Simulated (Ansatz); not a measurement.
The inner images of a band of BH₄SSe (7 atoms, charge 1, multiplicity 1) are given out of order.

Method: RKS BHLYP-D4/def2-SVP in Ansatz.

Image 0:

```xyz
7
Properties=species:S:1:pos:R:3
B -1.459 0.455 -0.661
Se -0.660 -0.537 0.777
S 1.537 -0.160 0.222
H -2.647 0.416 -0.604
H -0.801 1.016 -1.474
H 2.015 0.230 1.424
H 2.016 -1.420 0.315
```

Image 6:

```xyz
7
Properties=species:S:1:pos:R:3
B -0.282 0.278 -0.332
Se -1.683 -0.872 0.126
S 1.521 -0.332 -0.126
H -2.727 0.047 -0.327
H -0.321 1.359 -0.816
H 2.040 0.707 0.560
H 1.451 -1.187 0.915
```

Q: Put them in order from the first end to the last, with their energies above the first end.
A.
```xyz
7
Properties=species:S:1:pos:R:3
B -1.325 0.782 -1.069
Se -1.117 -0.288 0.348
S 2.002 -0.334 0.423
H -2.594 -0.024 -0.004
H -1.540 1.483 -1.992
H 2.290 0.012 1.687
H 2.285 -1.633 0.607
```
B.
```xyz
7
Properties=species:S:1:pos:R:3
B -1.506 0.592 -0.828
Se -0.611 -0.378 0.513
S 1.799 -0.269 0.325
H -2.580 0.256 -0.350
H -1.316 1.279 -1.781
H 2.117 0.093 1.589
H 2.096 -1.573 0.533
```
C.
```xyz
7
Properties=species:S:1:pos:R:3
B -0.269 0.316 -0.452
Se -1.575 -0.680 0.432
S 1.605 -0.121 -0.109
H -2.713 0.008 -0.177
H -0.380 1.200 -1.235
H 1.798 0.591 1.024
H 1.533 -1.313 0.518
```
D.
```xyz
7
Properties=species:S:1:pos:R:3
B -0.513 0.473 -0.673
Se -1.525 -0.463 0.553
S 1.747 -0.020 0.063
H -2.834 -0.099 0.003
H -0.600 1.184 -1.639
H 1.862 0.276 1.383
H 1.864 -1.350 0.310
```
E.
```xyz
7
Properties=species:S:1:pos:R:3
B -0.989 0.673 -0.942
Se -1.410 -0.389 0.466
S 1.959 -0.172 0.250
H -2.825 -0.142 0.097
H -0.944 1.383 -1.885
H 2.107 0.138 1.550
H 2.103 -1.491 0.464
```

A: B (+27.5 kJ/mol), A (+99.1 kJ/mol), E (+81.7 kJ/mol), D (-2.9 kJ/mol), C (-80.3 kJ/mol).

The run took 3.4 min on 2 threads of Arm Neoverse V2, with other jobs on the host, peak memory 0.17 GiB.
